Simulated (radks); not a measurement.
Values are calculated unless marked as measured or tabulated.
Ionisation of the krypton ion Kr+, [Ar] 3d10 4s2 4p5, to [Ar] 3d10 4s2 4p4 as the strength of local exchange is varied. Code: a radial shooting solver on a logarithmic mesh with Libxc functionals. Model: Dirac Kohn-Sham, Slater X-alpha exchange (alpha = 2/3 is LDA exchange), no correlation, spin-unpolarised, spherical densities, finite nucleus; open shells fill j = l - 1/2 first; Fermi nuclear charge, rms radius 4.1884 fm.

| alpha | E(Kr+) (hartree) | exchange (hartree) | IE (eV) | -e of the level emptied (eV) | <r> of it (bohr) |
|---|---|---|---|---|---|
| 0.661 | -2782.52493 | -88.69038 | 23.545 | 17.977 (4p3/2) | 1.856 |
| 0.667 | -2783.33010 | -89.52010 | 23.634 | 18.060 (4p3/2) | 1.854 |
| 0.714 | -2789.64492 | -96.03491 | 24.335 | 18.717 (4p3/2) | 1.837 |
| 0.832 | -2805.55911 | -112.51071 | 26.140 | 20.412 (4p3/2) | 1.797 |
| 0.855 | -2808.67101 | -115.74198 | 26.499 | 20.750 (4p3/2) | 1.790 |
| 0.866 | -2810.16046 | -117.28966 | 26.671 | 20.913 (4p3/2) | 1.786 |
| 0.882 | -2812.32826 | -119.54348 | 26.923 | 21.150 (4p3/2) | 1.781 |
| 0.912 | -2816.39713 | -123.77785 | 27.398 | 21.599 (4p3/2) | 1.771 |

NIST Atomic Spectra Database: 24.360 eV (measured). The Delta-SCF value meets it near alpha = 0.72. Spin polarisation and multiplet splitting are left out, so open shells lie too high by an amount that depends on their filling.

Beside tabulated values, note that spin-unpolarised runs miss the spin-polarisation part of the exchange energy of open shells.
